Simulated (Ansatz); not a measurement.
`C[C](=N)[SnH3]` → `C[CH2][Sn][NH2]`  (isomerisation)

Program: Ansatz. Geometries: PBE0-D4/def2-TZVP. ΔE: electronic, gas phase. CBS: MP2 limit from def2 TZ/QZ plus the TZ coupled-cluster correction, frozen cores. DFT in def2-TZVPP. B3LYP here is the variant with VWN-RPA as its local correlation; programs differ in this. Elements past krypton have def2 core potentials. For Sn outer-core shells are correlated without core-valence functions, which leaves a few kJ/mol of doubt a bond. Each species was taken in one conformer, which may not be the lowest.

`C[C](=N)[SnH3]`:

```xyz
11

C     1.492    0.662   -0.076
C     0.271    0.102    0.582
N     0.217    0.040    1.844
Sn   -1.351   -0.576   -0.708
H     1.940   -0.080   -0.744
H     2.223    0.963    0.676
H     1.229    1.526   -0.696
H    -0.659   -0.358    2.183
H    -0.835   -1.834   -1.743
H    -1.958    0.703   -1.665
H    -2.569   -1.147    0.347
```

`C[CH2][Sn][NH2]`:

Cartesian coordinates in Å:
```
C 0.134 -1.305 0.651
C 0.920 -0.424 -0.315
Sn 0.845 1.698 0.280
N -1.030 1.922 -0.426
H -0.921 -1.018 0.693
H 0.170 -2.363 0.369
H 0.523 -1.240 1.673
H 0.516 -0.504 -1.329
H 1.966 -0.743 -0.361
H -1.562 1.201 -0.890
H -1.561 2.775 -0.346
```

**Question.** Is it downhill or uphill in electronic energy at CCSD(T)/CBS, and by how much? (An estimate is asked.)

**Answer.** Ansatz gave: Downhill: ΔE = -168.9 kJ/mol.

**Question.** What do these levels give: PBE0-D4, B3LYP-D4, B3LYP, CCSD/def2-TZVPP, HF/def2-QZVPP, SCS-MP2/def2-QZVPP? (Best estimate.)

**Answer.** The calculation gave: PBE0-D4 -164.8, B3LYP-D4 -170.4, B3LYP -168.4, CCSD/def2-TZVPP -157.1, HF/def2-QZVPP -145.6, SCS-MP2/def2-QZVPP -175.7 kJ/mol.

Largest T1 diagnostic among the species: 0.015.

In def2-TZVPP, CCSD(T) changes the Hartree–Fock value by −9.9 kJ/mol (the triples alone add +2.7 kJ/mol) and MP2 by −31.6 kJ/mol.
